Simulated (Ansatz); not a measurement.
`BC(B)=C` + CH₃OH → `BOC` + `BC=C` at 400 K and 1 bar (ligand exchange at a B–C bond).

Computed with Ansatz on PBE0-D4/def2-TZVP structures; ΔE is electronic, products minus reactants. CBS: MP2 limit from def2 TZ/QZ plus the TZ coupled-cluster correction, frozen cores. This one scheme is used for every species.

```csv
species,CCSD(T)/CBS energy (Eh),H − E (kJ/mol),S (J/(mol·K))
`BC(B)=C`,-129.23883,220.5,327.8
CH₃OH,-115.61712,151.2,252.6
`BOC`,-141.04597,188.1,287.6
`BC=C`,-103.86193,185.4,285.8
```

H − E and S are ideal-gas, rigid-rotor, harmonic terms from PBE0-D4/def2-TZVP. 1 Eh = 2625.50 kJ/mol, R = 8.31446 J/(mol·K).

By hand: ΔE, ΔH, ΔS and ΔG.

ΔE = (-141.04597) + (-103.86193) − (-129.23883) − (-115.61712) = -0.05195 Eh = -136.4 kJ/mol. Δ(H − E) = 188.1 + 185.4 − 220.5 − 151.2 = 1.8, so ΔH = -134.6 kJ/mol. ΔS = 287.6 + 285.8 − 327.8 − 252.6 = -7.0 J/(mol·K). ΔG = -134.6 − 400 × (-7.0)/1000 = -131.8 kJ/mol.

By hand: the equilibrium constant, and the temperature at which ΔG would vanish if ΔH and ΔS stayed fixed.

log₁₀ K = −ΔG/(RT ln 10) = 17.2. ΔG = 0 at ΔH/ΔS = 19229 K, far beyond where these terms or the molecules hold.

The number of gas molecules stays the same, so ΔS is small and ΔH decides. A doubt of 5 kJ/mol in ΔE shifts log₁₀ K by 0.7 here. These are equilibria of isolated gas molecules and say nothing of rates. Largest T1 diagnostic: 0.014 (customary marks: 0.02 for closed shells, 0.045 for open ones).
